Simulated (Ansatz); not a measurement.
Consider the substitution at a C–Si bond: `CC[Si]CC` + `C[NH][Al]([Cl])[Cl]` → `CC[N](C)[Al]([Cl])[Cl]` + `CC[SiH]`.

Program: Ansatz. Geometries: PBE0-D4/def2-TZVP. ΔE: electronic, gas phase. CBS: MP2 limit from def2 TZ/QZ plus the TZ coupled-cluster correction, frozen cores. Functionals use def2-TZVPP. B3LYP here is the variant with VWN-RPA as its local correlation; programs differ in this. One conformer a species, not always the lowest.

`CC[Si]CC`:

```xyz
15

C    -0.747   -1.715    0.490
C    -1.412   -0.549   -0.258
Si   -1.179    0.982    0.849
C     0.653    1.392    0.526
C     1.345    1.029   -0.781
H    -1.100   -1.794    1.525
H    -0.964   -2.673    0.011
H     0.340   -1.605    0.527
H    -2.478   -0.759   -0.386
H    -0.973   -0.442   -1.255
H     0.794    2.453    0.764
H     1.140    0.876    1.375
H     0.876    1.530   -1.632
H     2.400    1.321   -0.777
H     1.306   -0.044   -0.978
```

`C[NH][Al]([Cl])[Cl]`:

Z-matrix (Å, degrees):
```
C
N 1 1.449
H 1 1.095 2 112.0
H 1 1.092 2 109.9 3 -119.2
H 1 1.095 2 112.0 3 121.5
Al 2 1.748 1 128.6 3 119.4
H 2 1.009 1 112.6 3 -60.6
Cl 6 2.083 2 119.8 1 -179.9
Cl 6 2.084 2 120.0 1 0.1
```

`CC[N](C)[Al]([Cl])[Cl]`:

```xyz
15

C    -0.679    1.435    1.050
C    -0.546   -0.071    0.896
N     0.177   -0.486   -0.294
C     1.597   -0.210   -0.250
Al   -0.607   -1.258   -1.660
Cl   -2.662   -1.616   -1.631
Cl    0.500   -1.836   -3.330
H    -1.214    1.863    0.199
H     0.294    1.926    1.122
H    -1.236    1.676    1.959
H    -0.042   -0.487    1.781
H    -1.545   -0.516    0.873
H     2.058   -0.675    0.631
H     1.812    0.864   -0.210
H     2.094   -0.609   -1.136
```

`CC[SiH]`:

Cartesian coordinates in Å:
```
C 0.850 -0.157 -0.428
C -0.592 -0.397 0.001
Si -1.333 0.523 1.478
H 1.087 -0.661 -1.369
H 1.551 -0.529 0.323
H 1.047 0.910 -0.555
H -0.822 -1.465 0.064
H -1.285 -0.016 -0.780
H -0.502 1.793 1.265
```

```csv
level,ΔE (eV)
PBE0-D4,0.56
B3LYP,0.54
SCS-MP2/def2-QZVPP,0.54
CCSD/CBS(def2),0.55
```

(1) What does CCSD(T)/CBS give? (Best estimate.)

Largest T1 diagnostic among the species: 0.012.

Answers

(1) Computed: +0.55 eV. The listed levels differ from it by 0.01, -0.01, -0.01, 0.00 eV.
